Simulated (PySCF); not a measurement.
# Computed properties of In(Br)(Me)(NH2) (CH5BrInN), SMILES [CH3][In]([NH2])[Br]

In(Br)(Me)(NH2) (CH₅BrInN), SMILES [CH3][In]([NH2])[Br]. Geometry: B3LYP-D3(BJ)/def2-SVP. The structure was generated by enumeration; whether it is a known compound was not checked. The def2 effective core potentials stand for the cores of In; spin–orbit coupling is left out. One conformer was computed; it need not be the lowest. All values are computed for the isolated molecule unless a solvent is named; none is compared with measurement here.

**Structure.** All 21 harmonic modes at B3LYP-D3(BJ)/def2-SVP (PySCF) are real, so it is a minimum. With heavy atoms numbered as in [In:1]([Br:2])([CH3:3])[NH2:7], the shortest bond between them is In1–N7 at 2.031 Å and the longest In1–Br2 at 2.531 Å.

**Vibrations.** The strongest infrared lines (harmonic, unscaled, degenerate partners summed) lie at 340 cm⁻¹ (117 km/mol, H 81 %, N 18 %), 761 cm⁻¹ (96 km/mol, H 84 %, C 9 %), 285 cm⁻¹ (64 km/mol, H 90 %). The softest mode is at 30 cm⁻¹ and the zero-point energy is 38.1 kcal/mol.

**Electronic structure.** PBE0/def2-TZVP (PySCF) places the frontier levels at -7.27 and -1.18 eV, a gap of 6.09 eV, and gives a dipole moment of 3.65 D and a mean polarisability of 78.2 bohr³. PBE/def2-TZVP (PySCF) at the same geometry gives -5.94 and -2.00 eV, so its gap is 2.15 eV narrower. An orbital gap is neither the optical nor the fundamental gap.

**Excitations.** TDA-ωB97X/def2-SVPD (PySCF) has S1 at 5.50 eV (225 nm, f = 0.047, weak); the most intense of the 10 singlets computed lies at 7.26 eV (f = 0.47). T1 (TDA) is at 4.83 eV, 0.67 eV under S1. TDA-PBE/def2-SVPD (PySCF) puts S1 at 4.20 eV. No vertical singlet excitation falls in the visible range (under 3.1 eV).
